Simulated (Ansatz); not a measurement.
Reaction (redistribution): `F[Si](Cl)(Cl)[O][GeH3]` + `[SiH3][GeH3]` → `F[Si](Cl)(Cl)[GeH3]` + `[SiH3][O][GeH3]`

Isolated molecules relaxed with PBE0-D4/def2-TZVP in Ansatz; ΔE leaves out vibrations. CCSD(T)/CBS is the MP2 limit (def2-TZVPP, def2-QZVPP) plus CCSD(T) − MP2 in def2-TZVPP, frozen cores. Functionals use def2-TZVPP. HSE06 is defined as in plane-wave codes. For Ge outer-core shells are correlated without core-valence functions, which leaves a few kJ/mol of doubt a bond. Scalar relativity is left out up to krypton. One conformer a species, not always the lowest.

| level | ΔE (kJ/mol) | difference from CCSD(T)/CBS |
| --- | --- | --- |
| LDA (SPW92) | 43.1 | 2.1 |
| revPBE-D4 | 38.9 | -2.1 |
| HSE06-D4 | 42.0 | 1.0 |
| BHLYP-D4 | 41.4 | 0.4 |
| CAM-B3LYP-D4 | 40.3 | -0.7 |
| ωB97M-V | 41.3 | 0.3 |
| B2PLYP | 37.9 | -3.1 |
| PBE-QIDH | 42.8 | 1.8 |
| BLYP | 31.8 | -9.2 |
| CAM-B3LYP | 38.9 | -2.1 |
| CCSD(T)/def2-SVP | 43.2 | 2.2 |
| HF/def2-TZVPP | 42.3 | 1.3 |
| MP2/def2-TZVPP | 40.1 | -0.9 |
| CCSD(T)/def2-TZVPP | 43.1 | 2.1 |
| HF/def2-QZVPP | 42.2 | 1.2 |
| HF/CBS(def2) | 42.2 | 1.2 |
| CCSD(T)/CBS | 41.0 | 0 |

Largest T1 diagnostic among the species: 0.012.

Leaving LDA and LC-ωPBE aside and taking each functional with its dispersion term where it has one, the values, not all of them listed here, spread over 10.4 kJ/mol, from BLYP-D4 to r2SCAN0-D4. LDA lies +6.7 kJ/mol from PBE without D4. From BLYP to BHLYP (50 % exact exchange), in def2-TZVPP and without D4, ΔE moves by +8.3 kJ/mol.
